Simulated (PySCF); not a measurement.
One of the candidates below gave these computed data.

All candidates are C3H9B.

- XPS: B1s 195.9, C1s 290.4, C1s 290.6 (×2) eV [ΔSCF SCAN, pcX-2 on the ionised atom, pcseg-1 elsewhere, spin-free X2C]
- 13C NMR: chemical shifts (computed TMS as zero) by class: 45.9 (1 C), 21.9 (2 C) ppm [GIAO PBE0/pcSseg-1]
- 1H NMR: chemical shifts (computed TMS as zero) by class: 7.38 (2 H), 1.41 (6 H), 0.32 (1 H) ppm [GIAO PBE0/pcSseg-1]
- Rotational structure: rotational constants A, B, C: 8.003, 7.955, 4.406 GHz [PBE0-D3(BJ)/def2-SVP]
- NMR, other nuclei: isotropic shieldings of nuclei other than C and H, by class: 15 (1 B) ppm [GIAO PBE0/pcSseg-1]
- Dipole: 0.66 D [CAM-B3LYP/def2-SVPD]

The electronic properties come from PySCF, for the isolated species, density fitting. Levels stand in brackets. The structure is a single PBE0-D3(BJ)/def2-SVP conformer in the gas phase; no vibrational or solvent corrections. NMR classes are plain means over equivalent atoms (diastereotopic ones count apart unless rotation or inversion swaps them), as if these changed places fast.

**Question.** Which candidate is it?
A. `[H]B([H])C(C)C`
B. `[H]B([H])CCC`
C. `CBCC`
D. `BCCC`

**Answer.** A. It is `[H]B([H])C(C)C`. 3 carbons fall into 2 classes; from least to most shielded: carbon bonded to B, 2 C and H (45.9 ppm), carbon bonded to C and 3 H (21.9 ppm, 2 C). Hydrogen classes from least to most shielded: 2 H on a boron bonded to C and 2 H (7.38 ppm), 6 H on 2 like atoms (carbon bonded to C and 3 H) (1.41 ppm, a mean of values up to 0.6 ppm apart in this geometry), 1 H on a carbon bonded to B, 2 C and H (0.32 ppm). The other shieldings belong to: 15 ppm, boron bonded to C and 2 H. The core levels belong to: B1s 195.9 eV, boron bonded to C and 2 H; C1s 290.4 eV, carbon bonded to B, 2 C and H; C1s 290.6 eV, carbon bonded to C and 3 H. The hole state at 195.9 eV has ⟨S²⟩ = 0.84 against 0.75, so that value is less sure. The optimised geometry has point group Cs and is an asymmetric top.

The others, at the same levels:
- `CBCC` (C3H9B) fails: it has 3 carbon classes against 2; its computed 13C shifts are 26.6 (1 C), 13.4 (1 C), 10.0 (1 C) ppm, core binding energies are B1s 195.7, C1s 290.1, C1s 290.1, C1s 290.5 eV and 1H shifts are 7.50 (1 H), 1.54 (2 H), 1.09 (3 H), 1.08 (3 H) ppm.
- `BCCC` (C3H9B) fails: it has 3 carbon classes against 2; its computed 13C shifts are 38.6 (1 C), 24.3 (1 C), 19.0 (1 C) ppm, core binding energies are B1s 196.2, C1s 290.2, C1s 290.5, C1s 290.6 eV and 1H shifts are 7.79 (2 H), 1.62 (2 H), 1.61 (2 H), 1.02 (3 H) ppm.
- `[H]B([H])CCC` fails: it has 3 carbon classes against 2; its computed 13C shifts are 32.3 (1 C), 20.1 (1 C), 12.6 (1 C) ppm, core binding energies are B1s 196.1, C1s 290.1, C1s 290.6, C1s 290.8 eV and 1H shifts are 7.73 (2 H), 1.70 (2 H), 1.19 (3 H), 0.94 (2 H) ppm.

Each candidate is one conformer, not necessarily the lowest. Dipoles, sizes and rotational constants follow the conformer. The torsions of the flexible species, by atom-mapped SMILES:
- `[CH3:1][BH:2][CH2:3][CH3:4]`: C1–B2–C3–C4 -2°
- `[BH2:1][CH2:2][CH2:3][CH3:4]`: B1–C2–C3–C4 -179°
